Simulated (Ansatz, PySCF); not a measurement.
Gas-phase reaction in SMILES: F[C](F)(F)[GeH3] [trifluoromethylgermane] → [GeH3] (GeH3) + F[C](F)F (the C-Ge bond at the site shown breaks; other sites are not compared here)
Geometries: B3LYP-D3(BJ)/def2-TZVP minima from Ansatz (a first-principles code).
Geometry of the first species:
SMILES: F[C](F)(F)[GeH3]
```xyz
8

F     -1.3636     0.8551    -0.9181
C     -0.8567    -0.0223    -0.0215
F     -1.4013     0.2844     1.1785
F     -1.3229    -1.2457    -0.3629
Ge     1.1596     0.0301     0.0291
H      1.6091    -0.9972     1.0717
H      1.5616     1.4538     0.4239
H      1.6531    -0.3313    -1.3746
```

Wanted: bond dissociation energy (0 K, with B3LYP-D3(BJ) harmonic zero-point energies from PySCF), in kcal/mol. Correlated levels leave the core frozen unless marked. Open shells are spin-unrestricted. No spin-orbit coupling. The frozen core is the preceding noble-gas configuration, with the filled d and f shells of earlier blocks. No relativistic terms. CBS(X,Y): correlation extrapolated as X^-3; Hartree-Fock from the larger set. The bracket is a focal-point correction in the basis named.

```csv
level,program,bond dissociation energy (kcal/mol)
B3LYP/def2-TZVPD,Ansatz,69.6
PBE0/6-31G*,Ansatz,73.2
PBE0/def2-QZVPP,Ansatz,70.6
CAM-B3LYP-D3(BJ)/def2-TZVPD,Ansatz + dftd3,73.4
B2PLYP-D4/def2-TZVPD,Ansatz + dftd4,73.2
SCS-MP2/STO-3G,Ansatz,80.5
"RI-MP2/CBS(aug-cc-pVTZ,aug-cc-pVQZ)+[CCSD(T)-MP2]/aug-cc-pVTZ",Ansatz,76.1
```
